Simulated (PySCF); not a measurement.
F5Nb, charge -1, doublet, at a GFN2-xTB geometry (such geometries of metal compounds can be far from the true shape) (the multiplicity is a formal guess) (all electrons, no relativity); PBE0/3-21G in PySCF.

The PySCF input:
```python
from pyscf import gto, scf, dft

mol = gto.Mole()
mol.atom = '''
    Nb   -0.01258222   -0.11186060    0.04844088
    F     0.91645575   -0.91092356   -1.30410728
    F    -0.96202250    0.50581833    1.47953682
    F    -0.78218880    1.11563427   -1.38852263
    F    -0.20244492   -1.79981015    0.77940211
    F     1.08751948    1.59886831    0.21301585
'''
mol.basis = '3-21g'
mol.charge = -1
mol.spin = 1
mol.verbose = 4
mol.build()

mf = dft.UKS(mol)
mf.xc = 'pbe0'
mf.kernel()
mf.analyze()
```

Output, abridged:

```
PySCF version 2.14.0

[INPUT] verbose = 4
[INPUT] num. atoms = 6
[INPUT] num. electrons = 87
[INPUT] charge = -1
[INPUT] spin (= nelec alpha-beta = 2S) = 1
[INPUT] symmetry False subgroup None
[INPUT] Mole.unit = angstrom
[INPUT] Symbol           X                Y                Z      unit          X                Y                Z       unit  Magmom
[...]
nuclear repulsion = 658.620648891479
number of shells = 39
number of NR pGTOs = 156
number of NR cGTOs = 81
basis = 3-21g
ecp = {}

******** <class 'pyscf.dft.uks.UKS'> ********
method = UKS
initial guess = minao
damping factor = 0
level_shift factor = 0
DIIS = <class 'pyscf.scf.diis.CDIIS'>
diis_start_cycle = 1
diis_space = 8
diis_damp = 0
SCF conv_tol = 1e-09
SCF conv_tol_grad = None
SCF max_cycles = 50
direct_scf = True
direct_scf_tol = 1e-13
number electrons alpha = 44  beta = 43
XC library pyscf.dft.libxc version 7.1.2
    S. Lehtola, C. Steigemann, M. J. T. Oliveira, and M. A. L. Marques,  SoftwareX 7, 1–5 (2018)
XC functionals = pbe0
    C. Adamo and V. Barone,  J. Chem. Phys. 110, 6158 (1999)
    M. Ernzerhof and G. E. Scuseria,  J. Chem. Phys. 110, 5029 (1999)
radial grids:
    Treutler-Ahlrichs [JCP 102, 346 (1995); DOI:10.1063/1.469408] (M4) radial grids

becke partition: Becke, JCP 88, 2547 (1988); DOI:10.1063/1.454033
pruning grids: <function nwchem_prune>
grids dens level: 3
symmetrized grids: False
atomic radii adjust function: <function treutler_atomic_radii_adjust>
small_rho_cutoff = 0
Set gradient conv threshold to 3.16228e-05
tot grids = 93752
init E= -4228.20437898542

cycle= 1 E= -4233.67661641776  delta_E= -5.47  |g|= 0.794  |ddm|= 1.96
cycle= 2 E= -4232.5167651209  delta_E= 1.16  |g|= 1.96  |ddm|= 1.68
cycle= 3 E= -4233.82536985134  delta_E= -1.31  |g|= 0.313  |ddm|= 1.38
cycle= 4 E= -4233.86132052905  delta_E= -0.036  |g|= 0.14  |ddm|= 0.342
cycle= 5 E= -4233.86632127605  delta_E= -0.005  |g|= 0.0491  |ddm|= 0.105
cycle= 6 E= -4233.86752146231  delta_E= -0.0012  |g|= 0.00801  |ddm|= 0.038
cycle= 7 E= -4233.86755610539  delta_E= -3.46e-05  |g|= 0.00264  |ddm|= 0.0103
cycle= 8 E= -4233.86756210462  delta_E= -6e-06  |g|= 0.00115  |ddm|= 0.00509
cycle= 9 E= -4233.86756791002  delta_E= -5.81e-06  |g|= 0.000623  |ddm|= 0.00724
cycle= 10 E= -4233.86757405034  delta_E= -6.14e-06  |g|= 0.00041  |ddm|= 0.0111
cycle= 11 E= -4233.86757714902  delta_E= -3.1e-06  |g|= 0.000215  |ddm|= 0.00997
cycle= 12 E= -4233.86757799071  delta_E= -8.42e-07  |g|= 4.42e-05  |ddm|= 0.00775
[...]
converged SCF energy = -4233.86757799778  <S^2> = 0.75178108  2S+1 = 2.0017803
Total Energy =                       -4233.867577997781154
[...]
spin_pop of  1 F 3s        0.00009
spin_pop of  1 F 2px       0.00546
spin_pop of  1 F 2py      -0.00225
spin_pop of  1 F 2pz      -0.00515
spin_pop of  1 F 3px       0.00022
spin_pop of  1 F 3py       0.00002
spin_pop of  1 F 3pz       0.00017
spin_pop of  2 F 1s        0.00000
spin_pop of  2 F 2s        0.00010
spin_pop of  2 F 3s        0.00009
spin_pop of  2 F 2px       0.00646
spin_pop of  2 F 2py      -0.00389
spin_pop of  2 F 2pz      -0.00450
spin_pop of  2 F 3px       0.00020
spin_pop of  2 F 3py       0.00011
spin_pop of  2 F 3pz       0.00010
spin_pop of  3 F 1s       -0.00000
spin_pop of  3 F 2s        0.00215
spin_pop of  3 F 3s        0.00012
spin_pop of  3 F 2px       0.02084
spin_pop of  3 F 2py       0.02040
spin_pop of  3 F 2pz      -0.00324
spin_pop of  3 F 3px       0.00010
spin_pop of  3 F 3py       0.00003
spin_pop of  3 F 3pz       0.00001
spin_pop of  4 F 1s       -0.00000
spin_pop of  4 F 2s        0.00135
spin_pop of  4 F 3s        0.00049
spin_pop of  4 F 2px      -0.00536
spin_pop of  4 F 2py       0.02203
spin_pop of  4 F 2pz       0.00177
spin_pop of  4 F 3px       0.00002
spin_pop of  4 F 3py       0.00053
spin_pop of  4 F 3pz       0.00011
spin_pop of  5 F 1s       -0.00000
spin_pop of  5 F 2s        0.00215
spin_pop of  5 F 3s        0.00012
spin_pop of  5 F 2px       0.00970
spin_pop of  5 F 2py       0.02290
spin_pop of  5 F 2pz       0.00541
spin_pop of  5 F 3px       0.00008
spin_pop of  5 F 3py       0.00004
spin_pop of  5 F 3pz       0.00001
 ** Mulliken Spin Density (per atom)  **
spin density of  0 Nb =      0.90093
spin density of  1 F =     -0.00135
spin density of  2 F =     -0.00135
spin density of  3 F =      0.04041
spin density of  4 F =      0.02093
spin density of  5 F =      0.04042
 ** Mulliken pop alpha/beta on meta-lowdin orthogonal AOs **
 ** Mulliken pop       alpha | beta **
In total            44.00000 | 43.00000
 ** Mulliken atomic charges   ( Nelec_alpha | Nelec_beta ) **
charge of  0Nb =      1.05521  (    20.42286     19.52193 )
charge of  1F =     -0.37171  (     4.68518      4.68653 )
charge of  2F =     -0.37171  (     4.68518      4.68653 )
charge of  3F =     -0.45196  (     4.74619      4.70578 )
charge of  4F =     -0.40783  (     4.71438      4.69345 )
charge of  5F =     -0.45199  (     4.74621      4.70578 )

WARN: System has nonzero charge -1; the dipole moment is origin-dependent.
Location of origin: [0. 0. 0.]

Dipole moment(X, Y, Z, Debye): -0.25767, -2.28916,  0.99112
```
